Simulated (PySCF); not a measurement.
## Atomic charges by several schemes

C4H9NSi3.
Geometry (GFN2-xTB, Å), atoms numbered from 1 in this order:
```xyz
17
C4H9NSi3 angstrom
C      0.263   -1.895    1.551
Si     0.095   -1.419   -0.285
C      1.571   -0.350   -0.656
C      2.476    0.419   -0.908
C      3.503    1.268   -1.190
N      4.369    1.988   -1.426
Si    -1.802   -0.122   -0.677
Si    -1.698    2.049    0.133
H     -0.556   -2.538    1.860
H      0.246   -1.013    2.186
H      1.191   -2.422    1.749
H      0.335   -2.621   -1.102
H     -2.058   -0.145   -2.126
H     -2.953   -0.849   -0.111
H     -0.346    2.349    0.612
H     -2.036    3.049   -0.881
H     -2.607    2.262    1.262
```

Density: PBE0/pcSseg-1 (PySCF); schemes: Mulliken, IAO, Hirshfeld and ESP-fitted. The structure is a single GFN2-xTB conformer in the gas phase; no vibrational or solvent corrections. GFN2-xTB frequencies show an imaginary mode (34i cm⁻¹), so this geometry is no minimum at that level.

**Question.** At which atom do the 4 schemes differ most?

**Answer.** At C5: from -0.137 (Mulliken) to +0.532 e (ESP-fitted), 0.669 e apart.

**Question.** For which atoms does the sign change between the 4 schemes (beyond +0.03 e in one, beyond −0.03 e in another)?

**Answer.** C4 and C5. Atomic charges aren't observables, and each scheme defines them in its own way.

**Question.** Tabulate the Mulliken, IAO, Hirshfeld and ESP-fitted charges.

**Answer.** In e:

| atom | environment | Mulliken | IAO | Hirshfeld | ESP-fitted |
| --- | --- | --- | --- | --- | --- |
| C1 | Si-methyl carbon | -0.607 | -0.700 | -0.205 | -0.487 |
| Si2 | SiH silicon | +0.530 | +0.654 | +0.309 | +0.484 |
| C3 | alkyne carbon | -0.203 | -0.245 | -0.098 | -0.134 |
| C4 | alkyne carbon | +0.180 | -0.064 | -0.023 | -0.233 |
| C5 | nitrile carbon | -0.137 | +0.143 | +0.088 | +0.532 |
| N6 | nitrile nitrogen | -0.217 | -0.204 | -0.183 | -0.452 |
| Si7 | SiH2 silicon | -0.029 | +0.128 | +0.156 | +0.027 |
| Si8 | SiH3 silicon | +0.211 | +0.309 | +0.227 | +0.317 |
| H9 | methyl hydrogen | +0.147 | +0.160 | +0.046 | +0.121 |
| H10 | methyl hydrogen | +0.151 | +0.161 | +0.045 | +0.124 |
| H11 | methyl hydrogen | +0.155 | +0.167 | +0.050 | +0.145 |
| H12 | Si–H hydrogen | -0.029 | -0.088 | -0.062 | -0.093 |
| H13 | Si–H hydrogen | -0.006 | -0.074 | -0.070 | -0.054 |
| H14 | Si–H hydrogen | -0.014 | -0.079 | -0.072 | -0.046 |
| H15 | Si–H hydrogen | -0.041 | -0.092 | -0.072 | -0.086 |
| H16 | Si–H hydrogen | -0.042 | -0.085 | -0.065 | -0.075 |
| H17 | Si–H hydrogen | -0.049 | -0.091 | -0.070 | -0.089 |

Mean size of the charges over all atoms: ESP-fitted 0.206 e, IAO 0.203 e, Mulliken 0.162 e, Hirshfeld 0.108 e. Each set sums to the total charge, 0, to within 0.001 e. The IAO scheme projects the occupied orbitals on a minimal set of polarised atomic orbitals and counts the electrons in each atom's part of it.

**Question.** How closely do the schemes follow one another over all atoms?

**Answer.** Correlation coefficient and root-mean-square difference: IAO with Hirshfeld 0.92, 0.161 e; Mulliken with IAO 0.91, 0.113 e; Hirshfeld with ESP-fitted 0.86, 0.167 e; IAO with ESP-fitted 0.86, 0.142 e; Mulliken with Hirshfeld 0.78, 0.152 e; Mulliken with ESP-fitted 0.67, 0.206 e.

**Question.** Sum the charges by element, for elements with more than one atom.

**Answer.** 
```json
{"element": "C", "atoms": "4", "Mulliken": "-0.768", "IAO": "-0.867", "Hirshfeld": "-0.239", "ESP-fitted": "-0.322"}
{"element": "Si", "atoms": "3", "Mulliken": "+0.712", "IAO": "+1.091", "Hirshfeld": "+0.692", "ESP-fitted": "+0.828"}
{"element": "H", "atoms": "9", "Mulliken": "+0.273", "IAO": "-0.021", "Hirshfeld": "-0.269", "ESP-fitted": "-0.054"}
```

**Question.** How many electrons does the IAO scheme count on Si7?

**Answer.** Z − q = 14 − (+0.128) = 13.872.
